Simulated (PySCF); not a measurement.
Correlation energy of Os(3+) (osmium, charge +3)

[Xe] 4f14 5d5, high-spin 6S determinant. Computed with PySCF 2.14 in aug-cc-pVTZ-PP with ECP60MDF, with scalar relativity through the core potential. Frozen: 5s2 5p6; 5 electrons correlated.

```
  level  correlation energy (mhartree)
   CCSD                         -59.02
    (T)                          -0.60
CCSD(T)                         -59.62
```

Diagnostics: T1 = 0.00034, D1 = 0.0005, largest double amplitude 0.015.

Q: Is a single reference adequate?

A: Yes, within this model without spin-orbit coupling: T1 lies below 0.03 and no double amplitude reaches 0.07.
